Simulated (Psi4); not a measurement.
Psi4 was given this input:
```
memory 2 GB

molecule mol {
0 1
  C     1.514040   -0.618147    0.973610
  Te    0.016371    0.196487   -0.354009
  C    -1.602055   -0.438292    0.929332
  H     1.380117   -1.687451    1.076459
  H     2.488665   -0.418553    0.549943
  H     1.443433   -0.149270    1.946781
  H    -1.594990   -1.515734    1.034184
  H    -2.534860   -0.128604    0.478562
  H    -1.505569    0.020941    1.904878
}

set basis def2-svp
set reference rks

energy('r2scan')
print_variables()
```

Question: Estimate the nuclear repulsion energy that Psi4 with R2SCAN/def2-SVP returns for this input.

Answer: 130.7834 Eh

Question: What total energy does R2SCAN/def2-SVP give?

Answer: -347.8156 Eh

Question: What is the computed number of basis functions (R2SCAN/def2-SVP)?

Answer: 84

Question: Roughly what does it cost on one core?

Answer: around 13 core-seconds (rough).
